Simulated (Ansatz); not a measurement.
`NBS` + `OC[SiH2]F` → `NBOC[SiH2]F` + H₂S  (ligand exchange at a B–S bond)

Calculated with Ansatz (gas phase, PBE0-D4/def2-TZVP geometries, no zero-point term in ΔE). CBS: MP2 limit from def2 TZ/QZ plus the TZ coupled-cluster correction, frozen cores. This one scheme is used for every species. Functionals use def2-TZVPP. Each species was taken in one conformer, which may not be the lowest.

| level | ΔE (kcal/mol) |
| --- | --- |
| PBE | -9.3 |
| PBE0 | -10.1 |

Q: What does CCSD(T)/CBS give? (An estimate is asked.)

A: The calculation gave: -12.6 kcal/mol. The listed levels differ from it by 3.3, 2.5 kcal/mol.

Largest T1 diagnostic among the species: 0.012.

In def2-TZVPP, CCSD(T) changes the Hartree–Fock value by +2.0 kcal/mol (the triples alone add +0.4 kcal/mol) and MP2 by +2.7 kcal/mol. From PBE to PBE0 (25 % exact exchange), in def2-TZVPP and without D4, ΔE moves by −0.8 kcal/mol.
